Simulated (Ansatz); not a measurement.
GaH₂F⁺. Total charge 1; doublet. Geometry PBE0-D4/def2-TZVP, that of the neutral singlet; atoms count from 1.

Cartesian coordinates in Å:
```
Ga 0.069 0.057 -0.088
H 1.595 0.054 0.213
H -0.764 0.630 -1.270
F -0.900 -0.741 1.144
```

(1) Estimate the Mulliken populations from the PBE0/def2-TZVP orbitals of Ansatz.

(2) Where does the spin sit?

(3) And the Mayer bond orders between bonded heavy atoms (over 0.3)?

## Answers

(1) 
```json
{"atom": "Ga1", "charge (e)": "0.72", "spin (α − β)": "0.07"}
{"atom": "H2", "charge (e)": "0.22", "spin (α − β)": "0.35"}
{"atom": "H3", "charge (e)": "0.22", "spin (α − β)": "0.35"}
{"atom": "F4", "charge (e)": "-0.16", "spin (α − β)": "0.23"}
```
Mulliken values and Mayer orders depend strongly on the basis.

(2) Summed by element: Ga 0.07, H 0.69, F 0.23, of 1 unpaired in all. Largest on single atoms: H2 0.35, H3 0.35, F4 0.23.

(3) Ga1–F4 1.14 (1.76 Å).
